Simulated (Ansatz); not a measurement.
`CC(C)(C)[O][Cd][O][SiH3]`. Charge 0, multiplicity 1. Cd takes the def2 core potential. All single points use the PBE0-D4/def2-TZVP geometry. It is one conformer, not always the lowest.

```xyz
20

C     1.587   -0.940    0.794
C     1.135   -0.653   -0.633
C     2.009   -1.418   -1.621
C     1.213    0.842   -0.918
O    -0.178   -1.127   -0.840
Cd   -1.657   -0.396    0.220
O    -3.252    0.150    1.214
Si   -3.905    1.580    1.615
H     2.625   -0.644    0.961
H     1.490   -2.006    1.011
H     0.970   -0.384    1.512
H     1.671   -1.229   -2.642
H     1.935   -2.490   -1.430
H     3.057   -1.119   -1.538
H     2.235    1.222   -0.833
H     0.846    1.053   -1.924
H     0.598    1.403   -0.201
H    -2.977    2.408    2.443
H    -4.253    2.397    0.412
H    -5.149    1.351    2.399
```

(1) What is the dipole moment at ωB97M-V/def2-TZVPP? (An estimate is asked.)

(2) And with PBE, r2SCAN, B3LYP? (An estimate is asked.)

(3) Give the Mulliken charges with ωB97M-V, PBE, r2SCAN in def2-TZVPP. (Estimate.)

## Answers

(1) Ansatz gave: 2.05 D, with components (2.02, -0.04, -0.34) D in this frame, pointing from negative to positive charge.

(2) The calculation gave: PBE 2.25 D, r2SCAN 2.24 D, B3LYP 2.15 D.

(3) Computed: 
```csv
atom,ωB97M-V,PBE,r2SCAN
C1,-0.31,-0.27,-0.21
C2,0.20,0.37,0.48
C3,-0.29,-0.25,-0.17
C4,-0.32,-0.27,-0.21
O5,-0.59,-0.52,-0.62
Cd6,0.87,0.69,0.81
O7,-0.63,-0.52,-0.63
Si8,0.34,0.37,0.48
H9,0.11,0.07,0.04
H10,0.13,0.09,0.07
H11,0.08,0.05,0.01
H12,0.11,0.08,0.05
H13,0.11,0.08,0.05
H14,0.09,0.07,0.04
H15,0.11,0.07,0.04
H16,0.13,0.09,0.07
H17,0.07,0.05,0.01
H18,-0.07,-0.09,-0.11
H19,-0.07,-0.09,-0.11
H20,-0.05,-0.08,-0.10
```

B3LYP here is the variant with VWN-RPA as its local correlation; programs differ in this.
